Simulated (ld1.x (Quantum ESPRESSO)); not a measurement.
Values are calculated unless marked as measured or tabulated.
## Potentials for nitrogen compared

Generated with ld1.x 7.5 (TM, RRKJ, ultrasoft, PAW), atompaw 4.2 or ONCVPSP 4.0.1. The cutoff is in Ry: for ld1.x and atompaw files where the sum of valence levels is converged to 10 mRy in a Bessel basis, for ONCV files where the hardest occupied wave has 1 mHa per electron of residual kinetic energy. The error is the largest all-electron minus pseudo excitation energy over each file’s own four to seven test configurations (ionisations up to +4, promotions, holes and added fractions of an electron), all of which were solved. The labels leave out finer settings (local radius, basis sizes, second energies), which also bear on the numbers. Spin-polarised tests are not counted. The rows are a selection from randomly drawn settings: files with unsolved tests, undetermined cutoffs or missed reference levels are left out.

```tsv
potential	cutoff (Ry)	largest error (meV)	bound ghosts
TM, PBEsol, non-relativistic, rc 1.10/1.75 (sp), local s, core correction yes, reference 2s2 2p2.5	50	+171	none
PAW, PBEsol, scalar-relativistic, rc 1.00/1.60 (sp), local smoothed, core correction yes, reference 2s2 2p1	25	-21	none
PAW, PBE, non-relativistic, rc 0.80/2.00/2.00 (spd), local smoothed, core correction yes, reference 2s2 2p3	50	+340	none
RRKJ, PBEsol, scalar-relativistic, rc 0.95/1.60/1.45 (spd), local s, core correction yes, reference 2s2 2p2	55	+620	none
TM, LDA (PZ), scalar-relativistic, rc 0.70/1.40/1.20 (spd), local p, core correction yes, reference 2s1.75 2p3.25	120	+91	none
```

(1) Fill in the row for N: PAW, PBE, scalar-relativistic, rc 0.80/1.50 (sp), local smoothed, core correction yes, reference 2s2 2p3.

(2) Fill in the row for N: ultrasoft, LDA (PZ), scalar-relativistic, rc 1.25/1.60 (sp), local smoothed, core correction no, reference 2s1.75 2p3.25.

(3) Fill in the row for N: RRKJ, PBEsol, scalar-relativistic, rc 0.75/1.70 (sp), local p, core correction yes, reference 2s2 2p2.5.

Answers

(1) cutoff 50 Ry, largest error -30 meV, bound ghosts: none.

(2) cutoff 30 Ry, largest error +185 meV, bound ghosts: none.

(3) cutoff 60 Ry, largest error +108 meV, bound ghosts: none.
